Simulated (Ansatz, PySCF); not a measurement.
O (SMILES [O+]), charge +1, quartet. Base run: B3LYP/aug-cc-pVDZ in PySCF.

Geometry (Å):
```xyz
1

O      0.0000     0.0000     0.0000
```
Charge +1, spin multiplicity 4.
Orbitals are unrestricted.
All else is at PySCF's defaults.

The same geometry, method and basis name were run in Ansatz (a program for electronic structure) and PySCF, at each program's defaults and at the settings that a row names. The base is PySCF at its defaults. Differences at the defaults can come from grids, fitting, cores and function types together.

```
code and settings                                                               ΔE vs base (µEh)  basis functions     E (Eh)  SCF cycles
------------------------------------------------------------------------------  ----------------  ---------------  ---------  ----------
PySCF, defaults (exact integrals, its default grid, spherical functions)                     0.0               23  -74.55742           6
Ansatz, defaults (factorised integrals, its default grid, spherical functions)               4.7               23  -74.55742           -
PySCF, density fitting with def2-universal-jkfit                                            -5.4               23  -74.55743           6
PySCF, fine grid                                                                             0.0               23  -74.55742           6
Ansatz, high accuracy                                                                        0.0               23  -74.55742           -
```

Open shells are given as the SCF converged; they aren't shown to be the lowest states, and a large step between rows can be another state.
